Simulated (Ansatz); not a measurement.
Z-matrix (Å, degrees):
```
Sb
Cl 1 2.337
Cl 1 2.337 2 98.6
```

The species carries charge 0 and has multiplicity 2. Sb: def2 effective core potential.

Problem. List the ωB97M-V/def2-TZVPP orbital energies in eV (the Gaussian-basis code of Ansatz). (An estimate is asked.)

Solution. Computed: α occupied: -2772.01, -2772.01, -262.38, -262.38, -199.85, -199.85, -199.74, -199.74, -199.72, -199.72, -161.45, -112.92, -112.84, -112.81, -40.32, -40.27, -40.22, -40.17, -40.15, -25.97, -25.31, -18.55, -13.40, -12.68, -12.57, -11.77, -11.34, -11.13, -8.30. α empty: 0.09, 0.24, 4.06, 4.23, 4.42, 6.13, 6.58, 6.67. β occupied: -2771.99, -2771.99, -262.36, -262.36, -199.85, -199.85, -199.71, -199.71, -199.69, -199.69, -161.39, -112.91, -112.83, -112.67, -40.30, -40.24, -40.08, -40.01, -40.01, -25.86, -25.24, -17.80, -13.31, -12.57, -12.11, -11.48, -11.32, -10.92. β empty: -1.56, 0.24, 0.49, 4.17, 4.25, 4.44, 6.46, 7.09. ⟨S²⟩ = 0.754.
